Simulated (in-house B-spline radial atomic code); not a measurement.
Results of a calculation; reference values are marked as such.
**Building a PAW s channel for K, r_c = 2.99 bohr**

K, [Ar] 4s1, non-relativistic LDA (VWN5), spherical and spin-unpolarised, from a B-spline radial code for spherical atoms (atomic units; all potentials screened as in the neutral atom).

Two all-electron partial waves φ1, φ2 are integrated outwards at E1 = ε(4s) = -0.088815 and E2 = E1 + 1.5 hartree; φ1 is the bound orbital and φ2 has unit norm inside r_c = 2.9949 bohr. Smooth partners are polynomials, r^1(a0 + a1 r² + a2 r⁴ + a3 r⁶), matched to φ and three derivatives at r_c, with no condition on the norm. The local potential is -2.04055 + (0.496934) r² + (-0.0515431) r⁴ + (0.00197212) r⁶ inside 2.5549 bohr and the all-electron one outside.

```
wave     φ(r_c)    φ'(r_c)           a0          a1            a2             a3
   1  0.4195115  0.1427336  -0.02716922  0.04762031  -0.004398312   0.0001302183
   2  0.2794868   1.830197    -1.533842    0.237712  -0.003122466  -0.0003516747
```

Inside r_c the overlaps are <φi φj> = [[0.13215, -0.24263], [-0.24263, 1.00000]] and, for the smooth waves, [[0.11855, -0.30006], [-0.30006, 3.34527]]. With χj = (Ej − T − V_local) applied to smooth wave j, the program's quadrature gives the matrix B_ij = <smooth i, χj> as [[0.03450, -0.44684], [-0.36070, 6.62288]].

**Question.** Check the match of the first wave, and find the augmentation charges q_ij.

**Answer.** At r_c the four terms are -0.08137, 1.27920, -1.05974, 0.28142, which sum to 0.4195, φ1(r_c) to rounding. q_ij is the all-electron overlap less the smooth one: [[0.01360, 0.05742], [0.05742, -2.34527]]. The smooth first wave has a norm of 0.1185 inside r_c against 0.1321, and q11 > 0 puts back the missing charge.

**Question.** B isn't symmetric. Show that D_ij = B_ij + Ej q_ij is.

**Answer.** Integrating by parts gives B12 − B21 = (E1 − E2) q12: -0.44684 − (-0.36070) = -0.08613, and −1.5 × (0.05742) = -0.08614. So D12 = -0.44684 + (1.411185)(0.05742) = -0.36580 and D21 = -0.36070 + (-0.088815)(0.05742) = -0.36580; D11 = 0.03329, D22 = 3.31327. The projectors, p = (B⁻¹)ᵀ χ, are dual to the smooth waves; det B = 0.067.

Solving (T + V_local + Σ p D p) ψ = E (1 + Σ p q p) ψ in a sphere of 9 bohr, whose wall lifts the free-atom level a little, gives these levels:

| all-electron | one projector | two projectors |
| --- | --- | --- |
| -0.079187 | -0.079195 | -2.831590 |
| 0.170854 | 0.098627 | -0.079188 |
| 0.572589 | 0.186702 | 0.170561 |
| 1.128440 | 0.585507 | 0.571462 |
| 1.829010 | 1.123630 | 1.127990 |

**Question.** What does the second projector gain?

**Answer.** With one projector the errors are -0.01 millihartree, and the level at 0.0986 is out of step with the all-electron series: an extra state, or one far too low, so the pairing ends there; skipping it, the next levels are off by +15.8, +12.9, -4.8 millihartree. With two a ghost lies below the reference level, so the set fails. The lowest eigenvalue of the overlap operator is 1 with one and 0.04364 with two projectors. The smooth orbital alone needs a cutoff of 1.69 hartree for 1 millihartree of kinetic energy, against 1.62 for a norm-conserving Troullier-Martins orbital of the same radius, which is no gain while the set fails. The first smooth wave changes sign inside r_c, since a0 and φ(r_c) differ in sign; such a node invites a ghost below the level.
